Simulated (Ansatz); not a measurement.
Geometry optimisation, Ansatz, UKS BLYP-D4/6-31G*.

Input:

```yaml
crystal:
  periodic: [false, false, false]
  atoms:
    - { symbol: Mg, position_ang: [-0.055465, -0.745979, 0.183041] }
    - { symbol: C, position_ang: [0.676109, 0.718625, 1.59429] }
    - { symbol: C, position_ang: [-0.636093, -2.329938, -1.078958] }
    - { symbol: H, position_ang: [-0.138373, 2.253511, -0.022549] }
    - { symbol: O, position_ang: [-0.446925, 2.396529, -0.938982] }
    - { symbol: H, position_ang: [1.539873, 1.296263, 1.214267] }
    - { symbol: H, position_ang: [-0.088372, 1.443306, 1.933523] }
    - { symbol: H, position_ang: [1.03989, 0.214146, 2.508778] }
    - { symbol: H, position_ang: [-0.764995, -1.992503, -2.123079] }
    - { symbol: H, position_ang: [-1.598024, -2.774577, -0.764359] }
    - { symbol: H, position_ang: [0.108264, -3.147593, -1.09082] }
    - { symbol: H, position_ang: [0.364011, 2.66811, -1.415051] }
magnetization:
  spin_polarized: true
basis:
  gaussian: { orbitals: "6-31G*" }
hamiltonian:
  xc: blyp
  dispersion: d4
relax:
  f_tol: 0.03
  max_steps: 50
output:
  orbitals: {}
```

Launched with:

```bash
$ ansatz run input.yaml --threads 2 --pin off --max-ram 3072MiB --backend cpu --events-out ev --progress --plain --runs-dir out
```

**Question.** Where does it end, and by what steps?

**Answer.** The run converged. The force dipped under the threshold on the way, but the program's further checks kept it going. After 18 steps the energy has fallen by 0.477 eV; H12 moved furthest, 1.63 Å. Joined: Mg1–O5.

```tsv
step	energy less start (eV)	largest force component (eV/Å)	accepted
0	0.0000	0.471	yes
1	-0.0521	1.001	yes
2	-0.1592	0.664	yes
3	-0.3003	0.348	yes
4	-0.3750	0.410	yes
5	-0.4153	0.508	yes
6	-0.4310	0.655	yes
7	-0.4489	0.349	yes
8	-0.4577	0.177	yes
9	-0.4695	0.066	yes
10	-0.4723	0.021	yes
11	-0.4705	0.462	no
12	-0.4738	0.039	yes
13	-0.4748	0.133	yes
14	-0.4755	0.102	yes
15	-0.4761	0.010	yes
16	-0.4764	0.079	yes
17	-0.4766	0.052	yes
18	-0.4767	0.020	yes
```

```xyz
12
Properties=species:S:1:pos:R:3
Mg -0.038 -0.207 0.186
C 0.765 0.659 1.956
C -0.557 -1.802 -1.126
H -0.002 2.351 -0.825
O -0.482 1.516 -1.009
H 1.735 1.169 1.789
H 0.097 1.413 2.418
H 0.956 -0.100 2.739
H -0.640 -1.510 -2.192
H -1.531 -2.258 -0.861
H 0.182 -2.625 -1.092
H -0.486 1.395 -1.983
```

The run took 33 s on 2 threads of Intel(R) Xeon(R) Platinum 8488C (Sapphire Rapids) (shared host), peak memory 0.18 GiB.
